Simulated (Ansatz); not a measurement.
`C[O][InH][NH2]`. Total charge 0; spin multiplicity 1. In takes the def2 core potential. All single points use the PBE0-D4/def2-TZVP geometry. It is one conformer, not always the lowest.

```xyz
10

C     1.334    0.880    0.551
O     0.725   -0.169    1.247
In   -0.834   -1.150    0.494
N    -1.250   -0.470   -1.349
H     0.663    1.741    0.402
H     2.195    1.239    1.127
H     1.707    0.580   -0.439
H    -1.493   -2.433    1.378
H    -0.908    0.438   -1.626
H    -2.139   -0.656   -1.786
```

Task: What is the dipole moment at ωB97M-V/def2-TZVPP? (Best estimate.)

Result: The calculation gave: 2.11 D, with components (-1.79, 0.14, -1.10) D in this frame, pointing from negative to positive charge.

Task: And with PBE, r2SCAN, B3LYP? (Best estimate.)

Result: Ansatz gave: PBE 2.01 D, r2SCAN 2.05 D, B3LYP 2.08 D.

Task: Give the Mulliken charges with ωB97M-V, B3LYP, r2SCAN in def2-TZVPP. (An estimate is asked.)

Result: Ansatz gave: 
```
atom  ωB97M-V  B3LYP  r2SCAN
  C1    -0.18  -0.11    0.03
  O2    -0.53  -0.53   -0.54
 In3     0.72   0.74    0.73
  N4    -0.48  -0.51   -0.56
  H5     0.09   0.07    0.03
  H6     0.11   0.09    0.04
  H7     0.10   0.08    0.04
  H8    -0.05  -0.10   -0.09
  H9     0.12   0.14    0.16
 H10     0.11   0.13    0.15
```

B3LYP here is the variant with VWN-RPA as its local correlation; programs differ in this.
